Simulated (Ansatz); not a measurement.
Total energies of the cluster Ag2Au2 (the lowest singlet isomer of a short search) from Ansatz at r2SCAN-D4/def2-TZVP, gas phase (1 Eh = 27.2114 eV = 2625.5 kJ/mol). The reference geometry is relaxed at PBE0-D4/def2-SVP.

```xyz
4

Au   -2.246    0.674   -0.188
Au    2.246   -0.674    0.189
Ag   -0.381   -1.289   -0.062
Ag    0.382    1.289    0.061
```

| state | geometry | energy (Eh) |
| --- | --- | --- |
| charge 0 singlet | reference | -565.78699 |
| charge 1 doublet | reference | -565.50166 |
| charge 0 triplet | relaxed at PBE0-D4/def2-SVP | -565.74475 |
| charge 0 quintet | relaxed at PBE0-D4/def2-SVP | -565.62098 |
| free Au atom (doublet) | – | -135.75895 |
| free Ag atom (doublet) | – | -147.01662 |

In the def2 sets Ag, Au take a core potential; there is no spin–orbit coupling.

Question: Work out the vertical ionisation energy to the doublet.

Answer: E(charge 1 doublet) − E(charge 0 singlet) = -565.50166 − (-565.78699) = 0.28533 Eh = 7.76 eV. For comparison, −ε of the highest occupied level is 5.55 eV at this level, 2.21 eV less.

Question: Which of the charge 0 states is lowest, and how far above it are the others?

Answer: The singlet. triplet: -565.74475 − (-565.78699) = 0.04224 Eh = 110.9 kJ/mol; quintet: -565.62098 − (-565.78699) = 0.16601 Eh = 435.9 kJ/mol. The triplet differs in its bonds from the reference. The quintet differs in its bonds from the reference.

Question: What is the binding energy per atom against free atoms?

Answer: Atoms: 2 × (-135.75895) + 2 × (-147.01662) = -565.55114 Eh. Binding: -565.55114 − (-565.78699) = 0.23585 Eh = 6.42 eV, or 1.60 eV for each of 4 atoms (no zero-point energy, no counterpoise term).

The structure comes from a short search, and lower isomers may exist.
